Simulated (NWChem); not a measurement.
System: SiH₂O₂I₂; SMILES O[Si](O)(I)I

Input file for NWChem:

```
start job
memory heap 200 mb stack 900 mb global 1100 mb
geometry units angstroms noautoz
  O      0.148785     1.370965    -1.816077
  Si     0.000000     0.000000    -0.916720
  O     -0.148785    -1.370965    -1.816077
  I      2.023514    -0.089382     0.430956
  I     -2.023514     0.089382     0.430956
  H     -0.651061     1.686746    -2.252236
  H      0.651061    -1.686746    -2.252236
end
basis spherical
  O library sto-3g
  Si library sto-3g
  I library sto-3g
  H library sto-3g
end
dft
  xc pbe0
  iterations 150
  mulliken
end
task dft energy
```

Coordinates come from a PBE0/def2-SVP (def2 core potentials past Kr) optimisation. No frequency run checked for a minimum.

Question: What results follow from this input? (PBE0/STO-3G, non-relativistic.) Quantities: basis functions; energy (Ha); highest occupied level (eV); orbital gap (eV); dipole (D).

Answer: 
```json
{
 "number_of_basis_functions": "75",
 "energy (Ha)": "-14140.66",
 "highest occupied level (eV)": "-5.18",
 "orbital gap (eV)": "7.44",
 "dipole (D)": "3.20"
}
```
